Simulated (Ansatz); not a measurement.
Isomers of Li9H8⁺ (singlet), relaxed with PBE-D4/def2-SVP; total energies from Ansatz at CCSD(T)/def2-TZVP.

| isomer | description | energy (Eh) |
| --- | --- | --- |
| A | point group not assigned; 5 × Li–Li 2.56 to 2.88 Å; 19 × H–Li 1.72 to 1.88 Å | -72.25666 |
| B | point group not assigned; 3 × Li–Li 2.57 to 3.01 Å; 21 × H–Li 1.72 to 1.89 Å | -72.24813 |
| C | point group not assigned; 6 × Li–Li 2.59 to 3.02 Å; 20 × H–Li 1.69 to 1.87 Å | -72.26350 |

Correlated methods freeze no core orbitals; core or outer-core shells of Li are correlated, in sets that lack core-valence functions.

The isomers come from a short search, and lower ones may exist.

Question: Work out the relative energies (1 Eh = 2625.5 kJ/mol) and the Boltzmann populations at 1200 K from electronic energies alone (R = 8.314 J/mol/K).

Answer: ΔE: A 18.0, B 40.4, C 0.0 kJ/mol. RT = 9.98 kJ/mol. Factors exp(−ΔE/RT): A 0.165, B 0.0175, C 1; sum 1.183. Populations: A 14.0 %, B 1.5 %, C 84.6 %. Zero-point energy, vibrational entropy and symmetry numbers are left out and can shift these; an error of 4 kJ/mol changes a ratio by a factor of 1.5. Over the other density-functional and correlated levels in def2 sets, the gap between C and A ranges from -9 to 12 kJ/mol.
